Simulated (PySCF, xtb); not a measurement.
C₂H₉FSi₃, SMILES [Si@H]1(F)[SiH2][C@@H](C1)[SiH3].

GFN2-xTB in xtb at its own geometry gives an orbital gap of 3.88 eV and a dipole moment of 1.50 D.

The structure is a stationary point at PBE0-D3(BJ)/def2-SVP. The structure was generated by enumeration; whether it is a known compound was not checked.

### Question
What does PySCF with PBE/def2-TZVP give? (An estimate is asked for; the answer gives what the named calculation found.)

### Answer
gap 5.03 eV (levels -6.46 and -1.43 eV), dipole 0.74 D.
